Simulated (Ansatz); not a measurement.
`[Br][SnH2][Br]` + CH₃OH → `C[O][SnH2][Br]` + HBr at 600 K and 1 bar (ligand exchange at the Sn–Br bond).

Computed with Ansatz on PBE0-D4/def2-TZVP structures; ΔE is electronic, products minus reactants. CCSD(T)/CBS is the MP2 limit (def2-TZVPP, def2-QZVPP) plus CCSD(T) − MP2 in def2-TZVPP, frozen cores. This one scheme is used for every species. def2 core potentials past Kr. For Br, Sn outer-core shells are correlated without core-valence functions, which leaves a few kJ/mol of doubt a bond. Scalar relativity is left out up to krypton. One conformer a species, not always the lowest.

```
         species  CCSD(T)/CBS energy (Eh)  H − E (kJ/mol)  S (J/(mol·K))
`[Br][SnH2][Br]`              -5361.94777            82.2          395.6
           CH₃OH               -115.61712           163.6          277.3
`C[O][SnH2][Br]`              -2903.61539           204.6          451.9
             HBr              -2573.91920            33.5          219.1
```

H − E and S are ideal-gas, rigid-rotor, harmonic terms from PBE0-D4/def2-TZVP, for one conformer and one mirror image of each species. 1 Eh = 2625.50 kJ/mol, R = 8.31446 J/(mol·K).

Task: By hand: ΔE, ΔH, ΔS and ΔG.

Result: ΔE = (-2903.61539) + (-2573.91920) − (-5361.94777) − (-115.61712) = 0.03030 Eh = 79.6 kJ/mol. Δ(H − E) = 204.6 + 33.5 − 82.2 − 163.6 = -7.7, so ΔH = 71.9 kJ/mol. ΔS = 451.9 + 219.1 − 395.6 − 277.3 = -1.9 J/(mol·K). ΔG = 71.9 − 600 × (-1.9)/1000 = 73.0 kJ/mol.

Task: By hand: the equilibrium constant, and the temperature at which ΔG would vanish if ΔH and ΔS stayed fixed.

Result: log₁₀ K = −ΔG/(RT ln 10) = -6.4. ΔH and −TΔS have one sign here, so there is no such temperature.

The number of gas molecules stays the same, so ΔS is small and ΔH decides. A doubt of 5 kJ/mol in ΔE shifts log₁₀ K by 0.4 here. Other conformers and mirror images would add mixing entropy, several J/(mol·K) or more a flexible species. Modes under 60 cm⁻¹, often nearly free rotors, make the harmonic entropy too high. These are equilibria of isolated gas molecules and say nothing of rates. Largest T1 diagnostic: 0.012 (customary marks: 0.02 for closed shells, 0.045 for open ones).

ΔS is within the doubt of such terms, so its sign, and with it that verdict, could turn.
